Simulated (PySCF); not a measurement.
## Correlation energy of W(61+) (tungsten, charge +61)

[Ne] 3s2 3p1, 2P determinant. Calculation: PySCF 2.14, in an even-tempered Gaussian basis (17 s from 16 bohr⁻², ratio 2.5; 12 p from 21 bohr⁻², ratio 2.5; 4 d from 81 bohr⁻², ratio 2.7; 4 f from 120 bohr⁻², ratio 2.7); the spin-free X2C one-electron Hamiltonian (Gaussian nucleus). Frozen: 1s2; 11 electrons correlated; the 20 highest virtual orbitals of each spin left out.

```json
{"level": "CCSD", "correlation energy (mhartree)": "-521.73"}
{"level": "(T)", "correlation energy (mhartree)": "-0.43"}
{"level": "CCSD(T)", "correlation energy (mhartree)": "-522.16"}
```

Diagnostics: T1 = 0.00029, D1 = 0.0013, largest double amplitude 0.032.

Q: Is a single reference adequate?

A: Yes, within this model without spin-orbit coupling: T1 lies below 0.03 and no double amplitude reaches 0.07.

At this charge the one-electron X2C treatment keeps the bare 1/r₁₂, with no two-electron picture change or Breit term. The effect here is smaller than on the frozen 1s shell; and a scalar Hamiltonian misses the large spin-orbit splitting of the p shells, which matters for ns² → np² pairs.
